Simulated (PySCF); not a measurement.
# Co²⁺: excitation energy

Co²⁺ [Ar] 3d7 (4F) → Co²⁺ [Ar] 3d6 4p1 (high-spin determinant), as a difference of total energies. Calculation: PySCF 2.14, in aug-cc-pVTZ-DK; scalar relativity by spin-free X2C-1e. Correlated levels: valence: [Ar] frozen. The calculations carry no spin-orbit coupling.

```csv
method,excitation energy (eV)
UHF,10.659
MP2 (valence),12.131
SCS-MP2 (valence),12.425
CCSD (valence),11.923
CCSD(T) (valence),11.952
```

**Question.** How much does correlation contribute at CCSD(T) (valence)?

**Answer.** 11.952 − (10.659) = 1.293 eV, measured against UHF.

The determinant of the upper state mixes LS terms, which raises its energy above the lowest term, most at the Hartree-Fock and MP2 levels.
